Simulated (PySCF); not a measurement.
**Electron correlation in F (fluorine, neutral)**

[He] 2s2 2p5, 2P determinant. Calculation: PySCF 2.14, in aug-cc-pVQZ-DK; the spin-free X2C one-electron Hamiltonian (Gaussian nucleus). Frozen: 1s2; 7 electrons correlated.

```tsv
level	correlation energy (mhartree)
CCSD	-234.06
(T)	-4.93
CCSD(T)	-238.99
```

Diagnostics: T1 = 0.0071, D1 = 0.0120, largest double amplitude 0.029.

Cost of the coupled-cluster step: of the order of 19 core-seconds, for 7 correlated electrons.

Iterations:

```
CC2 = 0
CCSD nocc = (np.int64(4), np.int64(3)), nmo = (79, 79)
frozen orbitals [[0], [0]]
max_cycle = 100
direct = 0
conv_tol = 1e-08
conv_tol_normt = 1e-06
diis_space = 8
diis_start_cycle = 0
Init t2, MP2 energy = -0.224076182294149
Init E_corr(UCCSD) = -0.224076182298766
cycle = 1  E_corr(UCCSD) = -0.230592874919183  dE = -0.00651669262  norm(t1,t2) = 0.0286239
cycle = 2  E_corr(UCCSD) = -0.233261976685133  dE = -0.00266910177  norm(t1,t2) = 0.0082479
cycle = 3  E_corr(UCCSD) = -0.233772276054516  dE = -0.000510299369  norm(t1,t2) = 0.00423044
cycle = 4  E_corr(UCCSD) = -0.234086418099045  dE = -0.000314142045  norm(t1,t2) = 0.00181981
cycle = 5  E_corr(UCCSD) = -0.234057845496952  dE = 2.85726021e-05  norm(t1,t2) = 0.000677119
cycle = 6  E_corr(UCCSD) = -0.234055281338396  dE = 2.56415856e-06  norm(t1,t2) = 0.000163547
cycle = 7  E_corr(UCCSD) = -0.234061060618638  dE = -5.77928024e-06  norm(t1,t2) = 5.72383e-05
cycle = 8  E_corr(UCCSD) = -0.234061337125955  dE = -2.76507318e-07  norm(t1,t2) = 1.40491e-05
cycle = 9  E_corr(UCCSD) = -0.234060728048089  dE = 6.09077866e-07  norm(t1,t2) = 4.69896e-06
cycle = 10  E_corr(UCCSD) = -0.234060755765304  dE = -2.77172152e-08  norm(t1,t2) = 1.23237e-06
cycle = 11  E_corr(UCCSD) = -0.234060784642725  dE = -2.88774206e-08  norm(t1,t2) = 3.31223e-07
cycle = 12  E_corr(UCCSD) = -0.234060787596237  dE = -2.95351227e-09  norm(t1,t2) = 6.50912e-08
UCCSD converged
E(UCCSD) = -99.73509367794944  E_corr = -0.2340607875962368
UCCSD(T) correction = -0.00493359381436591
```
